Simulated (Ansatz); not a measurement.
Ansatz (a program for electronic structure) job for CH7FOSi2, SMILES FC[SiH2]O[SiH3], B3LYP-D3(BJ)/def2-SVP. 

Ansatz 0.2 input:
```yaml
crystal:
  periodic: [false, false, false]
  atoms:
    - {symbol: F, position_ang: [-3.10834442, -0.07965294, 0.02652318]}
    - {symbol: C, position_ang: [-1.84316695, -0.62941294, 0.11861259]}
    - {symbol: Si, position_ang: [-0.50827903, 0.72432955, -0.10774116]}
    - {symbol: O, position_ang: [0.89674539, -0.06679705, -0.00029796]}
    - {symbol: Si, position_ang: [2.50279347, -0.31822813, 0.03225102]}
    - {symbol: H, position_ang: [-1.79261645, -1.40652261, -0.64936906]}
    - {symbol: H, position_ang: [-1.79347257, -1.11514767, 1.09724605]}
    - {symbol: H, position_ang: [-0.58356641, 1.70605578, 0.97159493]}
    - {symbol: H, position_ang: [-0.60950968, 1.32605196, -1.43495428]}
    - {symbol: H, position_ang: [2.96817213, 0.08387924, 1.35719020]}
    - {symbol: H, position_ang: [3.10365158, 0.49844544, -1.02000734]}
    - {symbol: H, position_ang: [2.64427778, -1.75045157, -0.21283920]}
basis:
  gaussian:
    orbitals: def2-SVP
hamiltonian:
  xc: b3lyp
  dispersion: d3bj
relax: {f_tol: 0.002, max_steps: 200}
```

Log of the run:

```
WARN ansatz: RAYON_NUM_THREADS=1 ignored (pool sized by the plan → 1); use --threads N
Functional definition: B3LYP
integrals: 0.07 GiB planned
1163 factors; integrals over basis functions are off by at most 6.3e-4 eV
mean field: 0.51 GiB planned
mean field evaluation 1: about -21657.3263 eV, gradient 5.7e1 eV
mean field evaluation 2: about -21647.4388 eV, gradient 9.2e1 eV
mean field evaluation 4: about -21663.2533 eV, gradient 3.9e0 eV
mean field evaluation 8: about -21663.2925 eV, gradient 8.2e-2 eV
mean field -21663.29252546 eV, -796.1113164036 hartree, gradient 4.1e-5 eV, S^2 0.000000; 0 other end points of the search recorded, 0 dependent functions left out
the calculation of the forces begins
reference -21663.29281182 eV, -796.1113269273 hartree; 29, 29 occupied and 84, 84 virtual orbitals, 1163 factors
relax step   1: F+E_penalty+E_count = -21663.71470213 eV  Δ(F+E_penalty+E_count) = +0.000e0 eV  max|allowed force component| = 9.792e-1 eV/Å  Δτ_max = 0.0000 Å  (25 SCF iters, accepted)
these checks for a lower state are left out or cut short: starts, cluster_reference, orbital_swaps, neighbouring_geometries, increment
integrals: 0.07 GiB planned
1163 factors; integrals over basis functions are off by at most 6.6e-4 eV
mean field: 0.51 GiB planned
mean field evaluation 16: about -21663.4358 eV, gradient 3.9e0 eV
mean field -21663.47202010 eV, -796.1179127099 hartree, gradient 8.9e-5 eV, S^2 0.000000; 0 other end points of the search recorded, 0 dependent functions left out
the calculation of the forces begins
reference -21663.47230995 eV, -796.1179233619 hartree; 29, 29 occupied and 84, 84 virtual orbitals, 1163 factors
relax step   2: F+E_penalty+E_count = -21663.88806980 eV  Δ(F+E_penalty+E_count) = -1.734e-1 eV  max|allowed force component| = 7.578e-1 eV/Å  Δτ_max = 0.1358 Å  (25 SCF iters, accepted)
these checks for a lower state are left out or cut short: starts, cluster_reference, orbital_swaps, neighbouring_geometries, increment
integrals: 0.07 GiB planned
1163 factors; integrals over basis functions are off by at most 6.7e-4 eV
mean field: 0.51 GiB planned
mean field -21663.48860816 eV, -796.1185223098 hartree, gradient 9.0e-5 eV, S^2 0.000000; 0 other end points of the search recorded, 0 dependent functions left out
the calculation of the forces begins
reference -21663.48889918 eV, -796.1185330048 hartree; 29, 29 occupied and 84, 84 virtual orbitals, 1163 factors
relax step   3: F+E_penalty+E_count = -21663.90288846 eV  Δ(F+E_penalty+E_count) = -1.482e-2 eV  max|allowed force component| = 2.300e-1 eV/Å  Δτ_max = 0.0284 Å  (25 SCF iters, accepted)
these checks for a lower state are left out or cut short: starts, cluster_reference, orbital_swaps, neighbouring_geometries, increment
integrals: 0.07 GiB planned
1163 factors; integrals over basis functions are off by at most 6.7e-4 eV
mean field: 0.51 GiB planned
mean field evaluation 32: about -21663.4906 eV, gradient 6.0e-6 eV
mean field -21663.49064019 eV, -796.1185969855 hartree, gradient 6.0e-6 eV, S^2 0.000000; 0 other end points of the search recorded, 0 dependent functions left out
the calculation of the forces begins
reference -21663.49093150 eV, -796.1186076911 hartree; 29, 29 occupied and 84, 84 virtual orbitals, 1163 factors
relax step   4: F+E_penalty+E_count = -21663.90434146 eV  Δ(F+E_penalty+E_count) = -1.453e-3 eV  max|allowed force component| = 2.143e-2 eV/Å  Δτ_max = 0.0136 Å  (28 SCF iters, accepted)
these checks for a lower state are left out or cut short: starts, cluster_reference, orbital_swaps, neighbouring_geometries, increment
integrals: 0.07 GiB planned
1163 factors; integrals over basis functions are off by at most 6.6e-4 eV
mean field: 0.51 GiB planned
mean field -21663.49179262 eV, -796.1186393368 hartree, gradient 6.2e-6 eV, S^2 0.000000; 0 other end points of the search recorded, 0 dependent functions left out
the calculation of the forces begins
reference -21663.49208415 eV, -796.1186500501 hartree; 29, 29 occupied and 84, 84 virtual orbitals, 1163 factors
relax step   5: F+E_penalty+E_count = -21663.90569789 eV  Δ(F+E_penalty+E_count) = -1.356e-3 eV  max|allowed force component| = 1.106e-1 eV/Å  Δτ_max = 0.0453 Å  (28 SCF iters, accepted)
these checks for a lower state are left out or cut short: starts, cluster_reference, orbital_swaps, neighbouring_geometries, increment
integrals: 0.07 GiB planned
1163 factors; integrals over basis functions are off by at most 6.6e-4 eV
[...]
integrals: 0.07 GiB planned
1163 factors; integrals over basis functions are off by at most 6.7e-4 eV
mean field: 0.51 GiB planned
mean field evaluation 96: about -21663.4939 eV, gradient 1.1e-4 eV
mean field -21663.49386263 eV, -796.1187154080 hartree, gradient 1.2e-5 eV, S^2 0.000000; 0 other end points of the search recorded, 0 dependent functions left out
the calculation of the forces begins
reference -21663.49415272 eV, -796.1187260689 hartree; 29, 29 occupied and 84, 84 virtual orbitals, 1163 factors
relax step  15: F+E_penalty+E_count = -21663.91018785 eV  Δ(F+E_penalty+E_count) = -1.397e-4 eV  max|allowed force component| = 1.915e-2 eV/Å  Δτ_max = 0.0067 Å  (22 SCF iters, accepted)
these checks for a lower state are left out or cut short: starts, cluster_reference, orbital_swaps, neighbouring_geometries, increment
integrals: 0.07 GiB planned
1163 factors; integrals over basis functions are off by at most 6.7e-4 eV
mean field: 0.51 GiB planned
mean field -21663.49393570 eV, -796.1187180935 hartree, gradient 2.3e-5 eV, S^2 0.000000; 0 other end points of the search recorded, 0 dependent functions left out
the calculation of the forces begins
reference -21663.49422580 eV, -796.1187287544 hartree; 29, 29 occupied and 84, 84 virtual orbitals, 1163 factors
relax step  16: F+E_penalty+E_count = -21663.91025714 eV  Δ(F+E_penalty+E_count) = -6.929e-5 eV  max|allowed force component| = 2.298e-3 eV/Å  Δτ_max = 0.0069 Å  (22 SCF iters, accepted)
these checks for a lower state are left out or cut short: starts, cluster_reference, orbital_swaps, neighbouring_geometries, increment
integrals: 0.07 GiB planned
1163 factors; integrals over basis functions are off by at most 6.7e-4 eV
mean field: 0.51 GiB planned
mean field -21663.49401512 eV, -796.1187210122 hartree, gradient 2.6e-5 eV, S^2 0.000000; 0 other end points of the search recorded, 0 dependent functions left out
the calculation of the forces begins
reference -21663.49430516 eV, -796.1187316709 hartree; 29, 29 occupied and 84, 84 virtual orbitals, 1163 factors
relax step  17: F+E_penalty+E_count = -21663.91029106 eV  Δ(F+E_penalty+E_count) = -3.392e-5 eV  max|allowed force component| = 6.951e-3 eV/Å  Δτ_max = 0.0210 Å  (21 SCF iters, accepted)
these checks for a lower state are left out or cut short: starts, cluster_reference, orbital_swaps, neighbouring_geometries, increment
integrals: 0.07 GiB planned
1163 factors; integrals over basis functions are off by at most 6.7e-4 eV
mean field: 0.51 GiB planned
mean field -21663.49406842 eV, -796.1187229708 hartree, gradient 8.9e-5 eV, S^2 0.000000; 0 other end points of the search recorded, 0 dependent functions left out
the calculation of the forces begins
reference -21663.49435836 eV, -796.1187336260 hartree; 29, 29 occupied and 84, 84 virtual orbitals, 1163 factors
relax step  18: F+E_penalty+E_count = -21663.91030648 eV  Δ(F+E_penalty+E_count) = -1.542e-5 eV  max|allowed force component| = 6.247e-3 eV/Å  Δτ_max = 0.0251 Å  (25 SCF iters, accepted)
these checks for a lower state are left out or cut short: starts, cluster_reference, orbital_swaps, neighbouring_geometries, increment
integrals: 0.07 GiB planned
1163 factors; integrals over basis functions are off by at most 6.6e-4 eV
mean field: 0.51 GiB planned
mean field -21663.49405198 eV, -796.1187223667 hartree, gradient 4.1e-5 eV, S^2 0.000000; 0 other end points of the search recorded, 0 dependent functions left out
the calculation of the forces begins
reference -21663.49434188 eV, -796.1187330202 hartree; 29, 29 occupied and 84, 84 virtual orbitals, 1163 factors
relax step  19: F+E_penalty+E_count = -21663.91031113 eV  Δ(F+E_penalty+E_count) = -4.642e-6 eV  max|allowed force component| = 3.494e-3 eV/Å  Δτ_max = 0.0036 Å  (18 SCF iters, accepted)
these checks for a lower state are left out or cut short: starts, cluster_reference, orbital_swaps, neighbouring_geometries, increment
integrals: 0.07 GiB planned
1163 factors; integrals over basis functions are off by at most 6.6e-4 eV
mean field: 0.51 GiB planned
mean field -21663.49403745 eV, -796.1187218328 hartree, gradient 2.0e-5 eV, S^2 0.000000; 0 other end points of the search recorded, 0 dependent functions left out
the calculation of the forces begins
reference -21663.49432733 eV, -796.1187324856 hartree; 29, 29 occupied and 84, 84 virtual orbitals, 1163 factors
relax step  20: F+E_penalty+E_count = -21663.91031396 eV  Δ(F+E_penalty+E_count) = -2.838e-6 eV  max|allowed force component| = 3.136e-3 eV/Å  Δτ_max = 0.0009 Å  (19 SCF iters, accepted)
these checks for a lower state are left out or cut short: starts, cluster_reference, orbital_swaps, neighbouring_geometries, increment
integrals: 0.07 GiB planned
1163 factors; integrals over basis functions are off by at most 6.6e-4 eV
mean field: 0.51 GiB planned
mean field evaluation 128: about -21663.4940 eV, gradient 5.4e-5 eV
mean field -21663.49398713 eV, -796.1187199836 hartree, gradient 5.4e-5 eV, S^2 0.000000; 0 other end points of the search recorded, 0 dependent functions left out
the calculation of the forces begins
reference -21663.49427702 eV, -796.1187306367 hartree; 29, 29 occupied and 84, 84 virtual orbitals, 1163 factors
relax step  21: F+E_penalty+E_count = -21663.91031692 eV  Δ(F+E_penalty+E_count) = -2.953e-6 eV  max|allowed force component| = 8.798e-4 eV/Å  Δτ_max = 0.0025 Å  (20 SCF iters, accepted)
these checks for a lower state are left out or cut short: starts, cluster_reference, orbital_swaps, neighbouring_geometries, increment
integrals: 0.07 GiB planned
1163 factors; integrals over basis functions are off by at most 6.6e-4 eV
mean field: 0.51 GiB planned
mean field -21663.49394612 eV, -796.1187184762 hartree, gradient 1.2e-5 eV, S^2 0.000000; 0 other end points of the search recorded, 0 dependent functions left out
the calculation of the forces begins
reference -21663.49423600 eV, -796.1187291291 hartree; 29, 29 occupied and 84, 84 virtual orbitals, 1163 factors
relax step  22: F+E_penalty+E_count = -21663.91031802 eV  Δ(F+E_penalty+E_count) = -1.107e-6 eV  max|allowed force component| = 1.351e-3 eV/Å  Δτ_max = 0.0049 Å  (21 SCF iters, accepted)
integrals: 0.07 GiB planned
1163 factors; integrals over basis functions are off by at most 6.6e-4 eV
mean field: 0.51 GiB planned
mean field -21663.49394612 eV, -796.1187184762 hartree, gradient 1.2e-5 eV, S^2 0.000000; 1 other end points of the search recorded, 0 dependent functions left out
the calculation of the forces begins
reference -21663.49423600 eV, -796.1187291291 hartree; 29, 29 occupied and 84, 84 virtual orbitals, 1163 factors
Total energy: -21663.91060790 eV, -796.1340305145 hartree
Atom 0 at    -3.149593     0.106141     0.026401 Å, force    -0.000790     0.000665    -0.000092 eV/Å
Atom 1 at    -1.955705    -0.612099     0.055032 Å, force     0.000770    -0.001351     0.000227 eV/Å
Atom 2 at    -0.521301     0.625435    -0.022751 Å, force     0.001045     0.000956    -0.000523 eV/Å
Atom 3 at     0.885960    -0.254703     0.012657 Å, force    -0.000149     0.000214     0.000431 eV/Å
Atom 4 at     2.544827    -0.312693     0.014947 Å, force    -0.000163     0.000082    -0.000192 eV/Å
Atom 5 at    -1.932870    -1.312772    -0.799275 Å, force     0.000035     0.000276     0.000177 eV/Å
Atom 6 at    -1.918318    -1.217740     0.978674 Å, force    -0.000164     0.000229    -0.000165 eV/Å
Atom 7 at    -0.594783     1.545939     1.146365 Å, force    -0.000291    -0.000516     0.000315 eV/Å
Atom 8 at    -0.614759     1.416194    -1.281862 Å, force    -0.000220    -0.000390    -0.000121 eV/Å
Atom 9 at     3.085598     0.431825     1.189103 Å, force    -0.000092    -0.000546    -0.000820 eV/Å
Atom 10 at     3.084079     0.294876    -1.236156 Å, force    -0.000043    -0.000380     0.000812 eV/Å
Atom 11 at     2.963549    -1.737854     0.095075 Å, force     0.000061     0.000760    -0.000049 eV/Å
Dipole moment:     0.298175    -0.142728     0.006448 e Å
```

The calculation finished and met its thresholds.
